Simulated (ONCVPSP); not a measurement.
# beryllium: one change to an ONCV potential, before and after

ONCVPSP 4.0.1 input, shortened (lines: element, Z, core and valence counts, functional; n l f; lmax; l rc ep ncon nbas qcut; lloc lpopt rc5 dvloc0; l nproj debl; icmod fcfact rcfact), revPBE, scalar-relativistic:

```
  Be 4.00    0    3  -102130      upf
    1    0    2.00
    2    0    1.50
    2    1    0.50
    1
    0    0.95    0.00    5    9   12.30
    1    4.00    0.00    4    8    3.80
    4    5    0.75   -1.00
    0    2    0.30
    1    1    2.90
    0    0.00    0.00
```

All-electron outer shells of the reference configuration (revPBE, scalar-relativistic, ld1.x):

| shell | level (eV) | outermost node (bohr) | outermost maximum (bohr) |
| --- | --- | --- | --- |
| 1s | -107.12 | – | 0.27 |
| 2s | -5.92 | 0.59 | 2.04 |
| 2p | -2.27 | – | 2.28 |

Change: all radii scaled by about 1.21 (s 1.14, p 4.84 bohr); local potential polynomial inside 0.90 bohr (lpopt 5, dvloc0 -1 Ha).

Cutoffs: the cutoffs (Ha) at which the residual kinetic energy of the hardest occupied pseudo-wave falls to 1 and 0.1 mHa per electron; they do not see the model core or the augmentation charge, which bear on the density cutoff. Errors are all-electron minus pseudo energies relative to the spin-unpolarised reference configuration.

Problem. Predict the effect on cutoff, ghosts and configuration errors.

Solution. The potential gets softer (64 Ha and 77 Ha → 55 Ha and 64 Ha); the lowest positive-energy flag moves from p at 9.5 eV to p at 5.5 eV; of the 4 tests that both files solve, the error grows in 3 and shrinks in 1 by more than 15 % and 0.3 meV (median size 47.3 → 33.0 meV); neither file shows a bound ghost. A larger radius leaves more room for a smooth pseudo-wave, so fewer plane waves are needed.

```csv
quantity,base,changed
"cutoff, loose",64 Ha,55 Ha
"cutoff, tight",77 Ha,64 Ha
loose cutoff by channel,"s 64 Ha, p 3.5 Ha","s 55 Ha, p 2.9 Ha"
bound ghosts,none,none
GHOST(+) flags under 300 eV,p at 9.5 eV,p at 5.5 eV
"error for 1s2 2s2 2p0, meV [ΔE -1.82 eV]",-5.7,-7.7
"error for 1s2 2s1 2p0, meV [ΔE 7.74 eV]",+30,+49
"error for 1s2 2s0 2p0, meV [ΔE 25.71 eV]",+91,+134
"error for 1s2 2s0 2p1, meV [ΔE 11.69 eV]",-64,-17
```
